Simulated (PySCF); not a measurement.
# Static response to an electric field

Compound: Si5H12.
SMILES with atom numbers: `[SiH3:1][SiH2:2][SiH:3]([SiH3:4])[SiH3:5]` (hydrogens: H6, H7, H8 on Si1; H9, H10 on Si2; H11 on Si3; H12, H13, H14 on Si4; H15, H16, H17 on Si5)

Structure used (PBE0-D3(BJ)/def2-SVP), in Å, numbered top down from 1:
```xyz
17
Si5H12 angstrom
Si    -2.8915   -1.0589    0.0106
Si    -0.6145   -1.4825    0.3764
Si     0.6838    0.1841   -0.6413
Si     2.9504   -0.1979   -0.1843
Si     0.0565    2.2608    0.2495
H     -3.2391    0.2894    0.5569
H     -3.1747   -1.0677   -1.4578
H     -3.7502   -2.0867    0.6763
H     -0.3319   -1.4646    1.8475
H     -0.2474   -2.8302   -0.1636
H      0.4438    0.1752   -2.1211
H      3.3745   -1.5395   -0.6905
H      3.8082    0.8523   -0.8157
H      3.1516   -0.1556    1.2973
H      0.9176    3.3549   -0.2963
H     -1.3728    2.5635   -0.0698
H      0.2181    2.2156    1.7359
```

Level: PBE0/def2-SVPD (PySCF), static field, nuclei fixed, core orbitals frozen in the response. The polarisability tensor in these axes (au):

```
x   190.59   6.47  -3.92
y     6.47 157.89  -0.25
z    -3.92  -0.25 125.38
```

**Question.** What are the eigenvalues, a third of the trace, and Δα (Δα² = ½Σ(αi − αj)² over the three pairs)?

**Answer.** Principal values 125.15, 156.66 and 192.06 au; mean 157.95 au = 23.41 Å³ = 26.04 × 10⁻⁴⁰ C²·m²/J; Δα = 57.98 au (37 % of the mean).

**Question.** What is the dipole moment?

**Answer.** 0.13 D at this geometry.

**Question.** What would n − 1 = 2πNα be for an ideal gas of these molecules at 350 K and 1 atm, electronic part alone?

**Answer.** N = p/kT = 2.0968 × 10¹⁹ cm⁻³, so n − 1 = 2π × N × 23.41 × 10⁻²⁴ cm³ = 3084 × 10⁻⁶ at long wavelengths, for an ideal gas.

**Question.** Rayleigh depolarisation ratio (linearly polarised light, static tensor)?

**Answer.** ρ = 3Δα²/(45ᾱ² + 4Δα²) = 10083.9/(1122728 + 13445.1) = 0.00888.

**Question.** Form Σ f/ω² (atomic units) for the 6 lowest TDDFT singlets, given as eV and f, and set it beside the mean polarisability, which is this sum over all singlets: 6.24, 0.0496; 6.26, 0.2085; 6.34, 0.0086; 6.38, 0.0082; 6.60, 0.0684; 6.63, 0.0094.

**Answer.** They add up to 6.51 au, 4.1 % of the 157.95 au; the largest single term is 3.94 au, from the state at 6.26 eV. Terms in order: 0.94, 3.94, 0.16, 0.15, 1.16, 0.16 au. Higher excitations give the rest. The strengths listed sum to 0.353.

**Question.** Give the eigenvalues of the traceless quadrupole moment Θ = ½Σq(3rr − r²1), origin at the centre of nuclear charge.

**Answer.** -1.06, 0.13, 0.93 D·Å. The values depend on the origin, since the dipole doesn't vanish. The electronic extent ⟨r²⟩ about the same centre is 1993 bohr², a root-mean-square distance of 2.61 Å for the 82 electrons.

One conformer (not necessarily the lowest) at the PBE0-D3(BJ)/def2-SVP geometry, without solvent, vibrations or thermal averaging.
